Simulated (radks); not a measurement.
The numbers below are computed, except where a source is named.
Effect of the nuclear size on the hafnium ion Hf+, [Xe] 4f14 5d1 6s2. Code: a radial shooting solver on a logarithmic mesh with Libxc functionals. Model: Dirac Kohn-Sham, LDA (Slater exchange, Perdew-Wang correlation), spin-unpolarised, spherical densities, finite nucleus; open shells fill j = l - 1/2 first; Fermi nuclear charge, rms radius 5.347 fm. The rms radius is varied about that value; shifts are against it.

rms radius (fm),total energy shift (eV),density at nucleus (e/bohr^3),1s1/2 shift (meV),2s1/2 shift (meV),5p1/2 shift (meV),6s1/2 shift (meV),5d3/2 shift (meV),6p1/2 (empty) shift (meV),7s1/2 (empty) shift (meV)
4.6465,-11.9,1.26e+06,-4840,-669,0.537,-0.468,0.455,0.192,-0.061
4.823,-9.00,1.245e+06,-3660,-506,0.407,-0.354,0.345,0.145,-0.046
5.347,0,1.204e+06,0.000,0.000,0.000,0.000,0.000,0.000,0.000
5.7908,8.11,1.173e+06,3300,456,-0.366,0.319,-0.310,-0.131,0.042
6.5661,23.3,1.126e+06,9480,1310,-1.05,0.916,-0.892,-0.376,0.120

Slopes of the eigenvalues against <r^2> in GHz/fm^2, as finite differences over the two radii next to the reference (eigenvalue slopes, not the field-shift constants of lines): 1s1/2 164000, 2s1/2 22700, 5p1/2 -18.2, 6s1/2 15.8, 5d3/2 -15.4, 6p1/2 (empty) -6.51, 7s1/2 (empty) 2.08.
